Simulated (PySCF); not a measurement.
## Electronic absorption of ClH5P2Si

ClH5P2Si.
Bonds: P1–Si2, Si2–P3, Si2–Cl4. Hydrogens: H5, H6 on P1; H7 on Si2; H8, H9 on P3.

Theory: TDDFT PBE0/def2-SVPD, vertical, gas phase, core orbitals frozen in the response in PySCF 2.14.0, density-fitted response routines. One conformer (not necessarily the lowest) at the GFN2-xTB geometry, without solvent, vibrations or thermal averaging. Torsions of this conformer, `[PH2:1][SiH:2]([PH2:3])[Cl:4]`: H–P1–Si2–P3 48°, H–P1–Si2–P3 -45°, H–P3–Si2–P1 45°, H–P3–Si2–P1 -48°.

Task: List the vertical singlet excitations with oscillator strengths and describe the spectrum.

Result: 

```
state  λ (nm)  E (eV)       f  |μ| (D)  symmetry  main configurations (H = HOMO, L = LUMO)
   S1   221.4    5.60  0.0000     0.01         –                               H→L+1 (98%)
   S2   209.1    5.93   0.161     2.68        A″                     H→L (87%), H→L+2 (9%)
   S3   198.5    6.25   0.013     0.73        A′                               H→L+3 (96%)
   S4   191.9    6.46   0.410     4.09        A″                               H→L+2 (87%)
   S5   181.7    6.82  0.0016     0.25         –                               H→L+4 (95%)
   S6   180.2    6.88  0.0064     0.50        A′                H→L+5 (53%), H-1→L+1 (42%)
```

Triplets (Tamm–Dancoff): T1 4.71 eV, H→L (94%); T2 5.32 eV, H→L+1 (89%).

The lowest singlet comes at 221 nm (540 kJ/mol) in the ultraviolet; it is dark (f under 0.0005); its leading configuration is HOMO→LUMO+1 (98%). The strongest level in the table is S4 at 6.46 eV (192 nm, f = 0.410). Löwdin shares by element: HOMO phosphorus 75%, silicon 9% (atoms not listed hold the other 16%); LUMO phosphorus 58%, silicon 20%, chlorine 6% (atoms not listed hold the other 16%). Of the 6 states listed, 3 reach f = 0.01 and 1 stays under 0.0005. Weighted by f, the mean energy of these states is 6.32 eV. The oscillator strengths of these states sum to 0.592; summed over the whole spectrum of an exact calculation they would give the number of electrons, 66 (Thomas–Reiche–Kuhn). Symmetry labels in Cs follow from the direction of the transition dipole and are given only for states with f of 0.002 or more. Only the lowest 6 singlets were computed, as vertical energies without vibronic structure.
